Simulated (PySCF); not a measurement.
## `C[C@@H]1OCCCOC1=O`, C6H10O3

Geometry:
| atom | x (Å) | y (Å) | z (Å) |
| --- | --- | --- | --- |
| C1 | 2.560 | -0.228 | 0.003 |
| C2 | 1.046 | -0.158 | 0.169 |
| O3 | 0.462 | -0.445 | -1.089 |
| C4 | -0.840 | -0.966 | -1.049 |
| C5 | -1.886 | 0.051 | -0.586 |
| C6 | -1.656 | 0.504 | 0.854 |
| O7 | -0.633 | 1.476 | 0.987 |
| C8 | 0.652 | 1.238 | 0.689 |
| O9 | 1.453 | 2.115 | 0.857 |
| H10 | 3.048 | -0.030 | 0.952 |
| H11 | 2.874 | 0.521 | -0.716 |
| H12 | 2.842 | -1.212 | -0.360 |
| H13 | 0.716 | -0.905 | 0.914 |
| H14 | -0.876 | -1.854 | -0.396 |
| H15 | -1.052 | -1.277 | -2.074 |
| H16 | -1.849 | 0.925 | -1.237 |
| H17 | -2.876 | -0.401 | -0.660 |
| H18 | -1.448 | -0.359 | 1.501 |
| H19 | -2.545 | 1.014 | 1.233 |

Computed, not measured: PySCF 2.14.0, GIAO PBE/pcSseg-1 magnetisability, rotational g tensor and spin-rotation constants, non-relativistic, gas phase. Geometry: GFN2-xTB.

Question: What are the magnetisability and the molar susceptibility?

Answer: Isotropic -1249 × 10⁻³⁰ J/T², or -75.2 × 10⁻⁶ cm³/mol; principal values -1320, -1251, -1177 × 10⁻³⁰ J/T², anisotropy 124 × 10⁻³⁰ J/T² (root of half the summed squared differences of the principal values). The susceptibility is in cgs units.

Question: Split it along the inertial axes a, b, c into diamagnetic and paramagnetic parts about the centre of mass, with the quadrupole moment.

Answer: 
| axis | χ (10⁻⁶ cm³/mol) | diamagnetic (10⁻⁶ cm³/mol) | paramagnetic (10⁻⁶ cm³/mol) | summed x² of all electrons (Å²) | quadrupole Θ (D Å) |
| --- | --- | --- | --- | --- | --- |
| a | -77.0 | -615.3 | 538.3 | 173.5 | +4.34 |
| b | -73.2 | -855.0 | 781.8 | 116.9 | -6.75 |
| c | -75.5 | -1232.0 | 1156.5 | 28.1 | +2.41 |

Anisotropies 2χaa − χbb − χcc = -5.2 and 2χbb − χaa − χcc = +6.0 × 10⁻⁶ cm³/mol. Θ is traceless in Buckingham's convention.

Question: And the rotational g tensor?

Answer: 
```
axis  rotational constant (GHz)        g  nuclear part  electronic part
   a                     2.3667  -0.0253        0.5733          -0.5985
   b                     1.6656  -0.0156        0.5962          -0.6117
   c                     1.0778  -0.0117        0.5739          -0.5856
```
Asymmetric top; isotopes 12C, 1H, 16O; no vibrational averaging.
